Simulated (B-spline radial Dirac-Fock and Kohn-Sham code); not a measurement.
## Relativistic shifts of the levels of Os⁷²⁺

System: osmium as Os⁷²⁺, [He] 2s2.

Both columns are ΔSCF binding energies of the configuration average from a radial B-spline solver: non-relativistic Hartree-Fock with a point nucleus, and Dirac-Fock with a finite nucleus and the Coulomb interaction alone, averaged over the two j levels with weights 2j+1.

```
shell  Hartree-Fock (eV)  Dirac-Fock (eV)  shift (eV)  shift (%)
   1s            76487.2          83337.9    +6850.69      +8.96
   2s            18525.2          20612.7    +2087.51     +11.27
```

Relativity binds 1s, 2s more strongly, among those listed most of all 2s in relative terms.

Values without a named source are computed, but for edge energies of neutral atoms, which are taken from tables.
